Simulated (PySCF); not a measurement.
A structure optimised at r2SCAN-D4/def2-SVP, used in a PySCF frequency run:

```
C
N 1 1.2744
H 1 1.1154 2 122.00
C 1 1.4908 3 114.79 2 179.92
H 4 1.0980 1 110.91 3 179.98
H 4 1.1037 5 110.01 1 -121.66
H 4 1.1037 5 110.08 6 -116.43
Si 2 1.7181 1 125.48 3 0.16
F 8 1.6123 2 108.57 1 116.91
F 8 1.6218 9 106.18 2 120.32
H 8 1.4729 9 109.10 10 117.37
```

**Question.** Write its SMILES and formula.

**Answer.** C/C=N/[SiH](F)F, C2H5F2NSi

**Question.** What are its rotational constants (standard atomic weights)?

**Answer.** 5.8544, 1.5561, 1.3459 GHz
